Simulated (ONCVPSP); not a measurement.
## silicon (Si): one change to an ONCV potential, before and after

* Element: silicon
* Generator: ONCVPSP 4.0.1
* Type: optimised norm-conserving Vanderbilt (ONCV)
* Functional: PBE
* Relativity: scalar-relativistic
* Frozen core: [Ne]
* Valence charge: 4
* Reference configuration: 3s1.75 3p2.25
* Partial waves: 3s: rc 1.50 bohr, ncon 4, nbas 7, qcut 5 1/bohr, 3 projectors, debl 2.8 Ha; 3p: rc 1.75 bohr, ncon 4, nbas 7, qcut 3.8 1/bohr, 2 projectors, debl 1 Ha; d scattering state at 0.08 Ha: rc 1.50 bohr, ncon 4, nbas 8, qcut 5.8 1/bohr, local
* Local potential: the d channel
* Core correction: Teter function fitted to the true core (icmod 2), fcfact 0.55

All-electron outer shells of the reference configuration (PBE, scalar-relativistic, ld1.x):

```
shell  level (eV)  outermost node (bohr)  outermost maximum (bohr)
   2s     -139.93                   0.15                      0.45
   2p      -95.98                      –                      0.39
   3s      -11.01                   0.72                      1.77
   3p       -4.23                   0.72                      2.14
```

Change: functional LDA (Perdew-Wang 92).

Cutoffs: the cutoffs (Ha) at which the residual kinetic energy of the hardest occupied pseudo-wave falls to 1 and 0.1 mHa per electron; they do not see the model core or the augmentation charge, which bear on the density cutoff. Errors are all-electron minus pseudo energies relative to the spin-unpolarised reference configuration.

Question: How do hardness, ghosts and transferability respond?

Answer: The potential gets neither clearly harder nor softer (7.7 Ha and 28 Ha → 8.0 Ha and 29 Ha); both files keep a bound ghost (s); of the 4 tests that both files solve, the error grows in 2 and shrinks in 0 by more than 15 % and 0.3 meV (median size 1.0 → 1.4 meV).

```csv
quantity,base,changed
"cutoff, loose",7.7 Ha,8.0 Ha
"cutoff, tight",28 Ha,29 Ha
loose cutoff by channel,"s 7.7 Ha, p 3.1 Ha","s 8.0 Ha, p 3.3 Ha"
bound ghosts,s,s
GHOST(+) flags under 300 eV,none,none
"error for 3s2 3p2, meV [ΔE -1.69 eV]",+0.1,0.0
"error for 3s2 3p1, meV [ΔE 6.05 → 6.14 eV]",0.0,+1.1
"error for 3s2 3p0, meV [ΔE 22.04 → 22.25 eV]",+11,+14
"error for 3s0 3p4, meV [ΔE 12.09 → 12.10 eV]",+2.0,-1.7
s: phases at 1.52 bohr within 0.05 rad from the reference energy up to (Ha; the scan ends near 5),to the end of the scan,to the end of the scan
p: phases at 1.78 bohr within 0.05 rad from the reference energy up to (Ha; the scan ends near 5),3.3,3.3
d: phases at 1.52 bohr within 0.05 rad from the reference energy up to (Ha; the scan ends near 5),3.9,4.0
"rms error of d²Exc/dni dnj with the model core, mHa",1.21,0.66
```

Base: The cutoffs count occupied waves only; projector 2 of the s channel, the hardest unoccupied one, needs 66 Ha at the loose tolerance. Changed file: The cutoffs count occupied waves only; projector 2 of the s channel, the hardest unoccupied one, needs 66 Ha at the loose tolerance. A true bound ghost makes a file unfit for plane-wave use even where its test errors are small: the radial tests pick states by their node count and pass the ghost by.
